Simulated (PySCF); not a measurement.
In(Cl)3, Cl3In, SMILES [Cl][In]([Cl])[Cl], singlet (PBE0/def2-SVP optimised geometry):

```
4

In    -0.580    -0.001     0.000
Cl    -1.740    -2.010    -0.010
Cl     1.740    -0.001     0.000
Cl    -1.737     2.010     0.000
```

Method: PBE0/def2-TZVP, def2 effective core potentials past Kr run with PySCF.

Q: What are the frontier orbital energies and the dipole moment?

A: HOMO-2 -9.53 eV, HOMO-1 -9.53 eV, HOMO -9.45 eV, LUMO -3.12 eV, LUMO+1 -1.89 eV; dipole moment 0.02 D.

On the same geometry PBE/def2-TZVP, def2 effective core potentials past Kr (PySCF) gives HOMO-2 -8.12 eV, HOMO-1 -8.12 eV, HOMO -8.01 eV, LUMO -3.97 eV, LUMO+1 -2.61 eV; dipole moment 0.01 D.
